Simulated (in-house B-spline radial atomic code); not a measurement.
# Ionising Co⁺ with different functionals

Computed with an all-electron radial atomic-structure program (B-spline basis): scalar-relativistic (spin-free X2C) Hamiltonian, Fermi nucleus of rms radius 3.7875 fm, spin-polarised at highest spin, spherical fractional occupations for the functionals, the average over the highest-spin determinants for Hartree-Fock. The ionisation energy is the difference of two self-consistent energies, [Ar] 3d8 → [Ar] 3d7, without Breit or QED terms; ε is the level of the shell that loses the electron (its least bound occupied spin orbital).

Hybrids are left out here: with spherical fractional occupations of an open shell their exact exchange keeps a self-interaction that integer-occupation calculations don't have.

```csv
method,rung,ΔSCF (eV),-ε(3d) (eV)
Hartree-Fock,Hartree-Fock,14.27,17.83
LDA VWN5,LDA,18.38,11.62
LDA PW92,LDA,18.38,11.62
LDA exchange-only,LDA,16.73,10.16
PBE,GGA,17.98,11.25
PBEsol,GGA,?,?
BLYP,GGA,18.05,11.33
RPBE,GGA,?,?
PW91,GGA,18.08,11.33
BP86,GGA,18.11,11.40
AM05,GGA,17.96,11.22
OLYP,GGA,17.76,10.99
TPSS,meta-GGA,17.70,10.98
SCAN,meta-GGA,17.48,10.85
r2SCAN,meta-GGA,17.47,10.82
revTPSS,meta-GGA,17.57,10.88
```

(1) What does RPBE give?

(2) What does PBEsol give?

(3) How do they compare with the NIST value?

## Answers

(1) ΔSCF 17.84 eV, and -ε(3d) = 11.11 eV.

(2) ΔSCF 17.95 eV, and -ε(3d) = 11.23 eV.

(3) NIST lists 17.084 eV ± 0.0012 (measured, ground level to ground level). Errors run from -2.81 to +1.30 eV; r2SCAN is closest (+0.39 eV), but part of that can be cancellation, since the calculations leave out spin-orbit coupling, Breit-QED terms, multiplet and fine-structure energies. Hartree-Fock also lacks correlation.
